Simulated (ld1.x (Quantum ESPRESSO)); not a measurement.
Transferability test, RRKJ potential for vanadium

vanadium (V), norm-conserving RRKJ (Kleinman–Bylander form), made with ld1.x (Quantum ESPRESSO) 7.5 (PBE, scalar-relativistic). Core [Ne], reference 3s2 3p6 3d4 4s1 4p0. Waves: 3s (bound): rc 1.20 bohr; 3d (bound): rc 1.25 bohr; 3p (bound): rc 1.55 bohr. Local part: the p channel. Core correction: a·sin(br)/r model core inside 0.80 bohr. rho0 = 0.02.

Occupied shells without a wave of their own: 4s. They enter only through the test configuration that unscreens the potential, and ld1.x also counts them in the model core charge.

Energies are relative to the spin-unpolarised reference configuration 3s2 3p6 3d4 4s1 4p0; without spin polarisation the order of configurations can differ from experiment.

ld1.x takes every shell without a wave as core, so the model core holds the 4s electrons as well and exchange and correlation see them twice. This cancels in the reference configuration, but the file is broken for other ones, and its errors say nothing about a proper core correction.

```tsv
valence configuration	charge	ΔE all-electron (eV)	error AE − PS (meV)
3s2 3p6 3d3 4s2 4p0	0	-0.586	+49
3s2 3p6 3d3 4s1 4p0	+1	7.149	-41
3s2 3p6 3d3 4s0 4p0	+2	21.445	-392
3s2 3p6 3d3 4s1 4p1	0	2.761	+3.9
3s2 3p6 3d3 4s0 4p1	+1	11.254	-80
3s2 3p6 3d2 4s2 4p0	+1	10.389	+130
3s2 3p5 3d3 4s2 4p0	+1	50.361	+94
```

Levels in the configuration 3s2 3p6 3d3 4s2 4p0:

```csv
level,all-electron (eV),pseudo (eV)
3s,-70.235,-70.162
3p,-44.041,-43.978
3d,-5.164,-5.091
4s,-4.702,-4.684
```
